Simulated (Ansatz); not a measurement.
Start from `[NH2][Hf]([OH])([OH])[OH]` and change one atom or group to get `[OH][Hf]([OH])([OH])[F]`.

Ansatz, PBE0-D4/def2-TZVP geometries, multiplicity 1. Each molecule was computed in one conformer, which needn't be the lowest.

Elements past krypton have def2 core potentials.

```json
{"property": "size of the dipole moment (PBE/def2-TZVPP) / D", "`[NH2][Hf]([OH])([OH])[OH]`": "0.51"}
{"property": "HOMO energy (PBE0/def2-TZVPP) / eV", "`[NH2][Hf]([OH])([OH])[OH]`": "-7.00"}
{"property": "LUMO energy (B3LYP/def2-TZVPP) / eV", "`[NH2][Hf]([OH])([OH])[OH]`": "-0.28"}
{"property": "zero-point energy (PBE0-D4/def2-TZVP) / kJ/mol", "`[NH2][Hf]([OH])([OH])[OH]`": "160.3"}
{"property": "HOMO–LUMO gap (B3LYP/def2-TZVPP) / eV", "`[NH2][Hf]([OH])([OH])[OH]`": "6.46"}
{"property": "HOMO–LUMO gap (ωB97M-V/def2-TZVPP) / eV", "`[NH2][Hf]([OH])([OH])[OH]`": "10.56"}
```

(1) Give the same properties after the change, and the shifts. (An estimate is asked.)

Results:

(1) Computed: 
```tsv
property	`[OH][Hf]([OH])([OH])[F]`	shift
size of the dipole moment (PBE/def2-TZVPP) / D	2.97	2.46
HOMO energy (PBE0/def2-TZVPP) / eV	-8.99	-1.99
LUMO energy (B3LYP/def2-TZVPP) / eV	-0.50	-0.22
zero-point energy (PBE0-D4/def2-TZVP) / kJ/mol	100.9	-59.4
HOMO–LUMO gap (B3LYP/def2-TZVPP) / eV	8.22	1.76
HOMO–LUMO gap (ωB97M-V/def2-TZVPP) / eV	12.41	1.85
```

With PBE0 the HOMO falls by 1.99 eV and the LUMO falls by 0.20 eV, so the gap widens by about 1.79 eV. PBE moves the HOMO by -1.70 eV and ωB97M-V by -2.06 eV. The zero-point energy changes by -59.4 kJ/mol with -6 modes. Dipoles are sizes alone; their direction can turn.

B3LYP here is the variant with VWN-RPA as its local correlation; programs differ in this.
